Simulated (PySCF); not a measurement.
SMILES CC[SiH2][SiH2]C(F)(F)F (GFN2-xTB optimised geometry):

```
17

C     -2.448    -2.365    -3.668
C     -2.856    -2.361    -2.199
Si    -2.008    -0.977    -1.197
Si     0.288    -1.198    -1.476
C      1.082    -0.209     0.000
F      2.428    -0.209     0.000
F      0.708     1.091     0.000
F      0.708    -0.697     1.205
H     -2.701    -1.419    -4.140
H     -2.960    -3.159    -4.210
H     -1.375    -2.521    -3.773
H     -3.938    -2.248    -2.133
H     -2.624    -3.334    -1.763
H     -2.481     0.322    -1.702
H     -2.428    -1.091     0.207
H      0.921    -2.513    -1.315
H      0.938    -0.562    -2.628
```

Computed with PBE/def2-SVP (PySCF 2.14.0).

Q: What are the frontier orbital energies and the dipole moment?

A: HOMO-2 -7.87 eV, HOMO-1 -7.68 eV, HOMO -7.14 eV, LUMO -1.34 eV, LUMO+1 -0.77 eV; dipole moment 3.16 D.

Meta-Löwdin charges at PBE/def2-SVP: C1 -0.29, C2 -0.38, Si3 0.34, Si4 0.28, C5 0.52, F6 -0.24, F7 -0.25, F8 -0.25, H9 0.10, H10 0.11, H11 0.09, H12 0.11, H13 0.11, H14 -0.07, H15 -0.06, H16 -0.06, H17 -0.06.
